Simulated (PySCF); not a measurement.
Si(H)2(F)(Me) (CH5FSi), SMILES C[SiH2]F.

Coordinates come from a B3LYP-D3(BJ)/def2-TZVP optimisation.

Level of theory: PySCF with r2SCAN/def2-TZVPD.

The molecule is in vacuum.

| Item | Value |
|---|---|
| total energy | -430.49475 hartree |
| point group | Cs |
| highest occupied level | -8.18 eV |
| lowest empty level | -0.04 eV |
| orbital gap | 8.13 eV |
| dipole moment | 1.73 D |
| quadrupole, principal values (traceless, Buckingham form, about the centre of nuclear charge) | -1.88, 0.70, 1.18 D·Å |
| mean static polarisability | 40.4 bohr³ (5.99 Å³) |
| polarisability, principal values | 37.2, 38.9, 45.0 bohr³ |
